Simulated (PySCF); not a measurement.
Z-matrix (Å, degrees):
```
Si
C 1 1.8860
H 2 1.0913 1 111.38
H 2 1.0913 3 108.05 1 -122.62
H 2 1.0958 3 107.88 4 -116.40
C 1 1.8860 2 110.06 3 59.12
H 6 1.0913 1 111.37 2 -58.81
H 6 1.0913 7 108.05 1 122.63
H 6 1.0958 7 107.89 8 116.40
C 1 1.8860 2 110.05 3 -179.43
H 10 1.0913 1 111.38 2 59.02
H 10 1.0913 11 108.05 1 -122.62
H 10 1.0958 11 107.89 12 -116.40
```
Charge 0, spin multiplicity 2.

Task: What is the computed dipole moment, highest occupied spin orbital and total energy (PySCF with PBE-D3(BJ)/def2-TZVP // B3LYP-D3(BJ)/def2-TZVP)?

Result: 
dipole moment: 0.71 D
highest occupied spin orbital: -4.14 eV
total energy: -11127.89 eV
